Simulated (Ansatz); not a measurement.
Program: Ansatz. Geometries: PBE0-D4/def2-TZVP. ΔE: electronic, gas phase. CCSD(T)/CBS adds triple-zeta CCSD(T) − MP2 to the extrapolated MP2 energy (def2 sets, frozen cores). DFT in def2-TZVPP. For Br outer-core shells are correlated without core-valence functions, which leaves a few kJ/mol of doubt a bond. Scalar relativity is left out up to krypton. One conformer a species, not always the lowest.

Consider the substitution at a C–Si bond: `Br[SiH2]C1=CN1` + `[SiH3]S` → `[SiH3]SC1=CN1` + `[SiH3]Br`.

```tsv
level	ΔE (eV)
ωB97X-V	0.56
PBE	0.51
CCSD/def2-TZVPP	0.62
HF/CBS(def2)	0.68
```

(1) What does CCSD(T)/CBS give? (Best estimate.)

Largest T1 diagnostic among the species: 0.013.

## Answers

(1) The calculation gave: +0.61 eV. The listed levels differ from it by -0.05, -0.10, 0.01, 0.07 eV.

From PBE to PBE0 (25 % exact exchange), in def2-TZVPP and without D4, ΔE moves by +0.04 eV. The D4 term adds −0.03 eV with B3LYP and −0.02 eV with PBE0; it sums over pairs of atoms, weighted by their polarisabilities, and B3LYP, whose exchange is more repulsive, gets the larger term. In def2-TZVPP, CCSD(T) changes the Hartree–Fock value by −0.08 eV (the triples alone add −0.03 eV) and MP2 by −0.11 eV.

B3LYP here is the variant with VWN-RPA as its local correlation; programs differ in this.
